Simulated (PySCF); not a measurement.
2-iodocyclopenta-1,3-diene (C5H5I), SMILES IC1=CCC=C1.

Coordinates come from a PBE0-D3(BJ)/def2-SVP optimisation. The def2 effective core potentials stand for the cores of I; spin–orbit coupling is left out. Other conformers were not sampled.

Level of theory: TDA-PBE/def2-SVPD run with PySCF 2.14.0.

Vertical excitations.  State labels are in the subgroup Cs.

| state | symmetry | energy (eV) | λ (nm) | f | main pairs |
|---|---|---|---|---|---|
| S1 | A" | 4.13 | 300 | 0.000 | HOMO→LUMO+1 98 % |
| S2 | A' | 4.40 | 282 | 0.039 | HOMO→LUMO 62 %, HOMO−2→LUMO 30 % |
| S3 | A" | 4.43 | 280 | 0.001 | HOMO−1→LUMO 100 % |
| S4 | A' | 5.14 | 241 | 0.000 | HOMO−1→LUMO+1 98 % |
| S5 | A" | 5.15 | 241 | 0.000 | HOMO−2→LUMO+1 97 % |
| S6 | A' | 5.50 | 225 | 0.128 | HOMO−2→LUMO 59 %, HOMO→LUMO 29 % |
| S7 | A" | 5.67 | 219 | 0.017 | HOMO→LUMO+2 100 % |
| S8 | A' | 6.04 | 205 | 0.086 | HOMO→LUMO+3 72 %, HOMO−3→LUMO 18 % |
| S9 | A" | 6.06 | 204 | 0.007 | HOMO→LUMO+4 100 % |
| S10 | A" | 6.27 | 198 | 0.007 | HOMO→LUMO+5 100 % |
| T1 | A' | 3.02 | 410 | 0 | HOMO→LUMO 95 % |
| T2 | A" | 3.82 | 324 | 0 | HOMO→LUMO+1 99 % |
| T3 | A' | 4.25 | 291 | 0 | HOMO−2→LUMO 90 % |
| T4 | A" | 4.37 | 284 | 0 | HOMO−1→LUMO 100 % |
Triplets are in the Tamm–Dancoff approximation.
